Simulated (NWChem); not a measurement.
System: C₂H₈O₂Si; SMILES C([Si@@H](O)C)O

NWChem input:

```
start job
memory heap 200 mb stack 900 mb global 1100 mb
geometry units angstroms noautosym nocenter noautoz
  C     -0.809002    -2.049866     0.255281
  Si     0.033894    -0.473485    -0.335234
  O      1.559838    -0.255928     0.340316
  C     -0.847025     1.101133     0.247214
  O     -0.014303     2.242980     0.007450
  H     -0.255039    -2.947519    -0.044226
  H     -1.817612    -2.130098    -0.170398
  H     -0.903050    -2.063043     1.347341
  H      0.150635    -0.498344    -1.824103
  H      2.300463    -0.704410    -0.088400
  H     -1.133912     1.029172     1.311365
  H     -1.775655     1.270343    -0.310503
  H      0.864617     2.019253     0.356202
end
basis spherical
  * library 6-31g*
end
dft
  xc b3lyp
  iterations 150
end
cosmo
  do_cosmo_smd true
  solvent water
end
task dft energy
```

Coordinates come from a B3LYP/6-31G* (spherical d) optimisation. B3LYP is NWChem's, with the RPA form of VWN correlation. Solvent: water.

Level: B3LYP/6-31G* with SMD (1 M gas to 1 M solution), gas-phase geometry. Reactions with the solvent are ignored.

### Question
Give the results of this calculation. (B3LYP/6-31G* (spherical d), SMD on the gas-phase geometry.) Quantities: solvation free energy (kcal/mol); cavity-dispersion-structure term (kcal/mol); dipole in solution (D).

### Answer
The solvation free energy (kcal/mol) is -7.2 and the cavity-dispersion-structure term (kcal/mol) comes out as 3.9. The dipole in solution (D) comes out as 3.45.
